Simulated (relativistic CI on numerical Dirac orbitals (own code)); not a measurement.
**How well does a small relativistic CI reproduce Gd²⁺?**

Method of calculation: Dirac-Coulomb-Breit CI, separate exchange-only KLI orbitals for each configuration, model QED, valence Slater integrals scaled by 0.85, P86 correlation energy added to each configuration (own radial code, finite nucleus).

Configurations in the expansion (outside the closed core [Xe]): 4f7 5d, 4f8, 4f6 6s2, 4f6 7s2. The list is cut by size and lacks configurations that can hold low levels.

```
Configuration  Term (tabulated)  J  Measured (cm⁻¹)  Computed  Error  Purity (%)
       4f7 5d               9D°  2              0.0         0      0          97
       4f7 5d               9D°  3            279.3       235    -44          96
       4f7 5d               9D°  5           1310.1      1075   -235          96
       4f7 5d               9D°  6           2282.8      1802   -481          97
          4f8                7F  6           2381.2     18921  16539          96
          4f8                7F  5           3996.7     20564  16567          97
          4f8                7F  4           5015.2     21584  16569          96
          4f8                7F  3           5790.0     22372  16582          95
          4f8                7F  2           6334.2     22926  16592          95
       4f7 5d               7D°  5           9356.3     11453   2096          95
       4f7 5d               7D°  4           9717.7     11617   1899          94
       4f7 5d               7D°  1          10387.3     12127   1740          97
```

Measured levels from Martin, Zalubas and Hagan, Atomic Energy Levels: The Rare-Earth Elements, NSRDS-NBS 60 (1978); pairs were made by configuration, J and term (by order where the table uses no LS term), so strongly mixed levels may be paired wrongly.

Mean error by configuration (cm⁻¹): 4f7 5d 829; 4f8 16570. Over the excited levels the mean absolute error is 8122 cm⁻¹ (11 of the 18 excited levels that our extract of the source holds in range could be paired, and the others can miss by more), and the median relative error of those above 1,000 cm⁻¹ is 140 %. Some levels of the ground configuration have no partner.
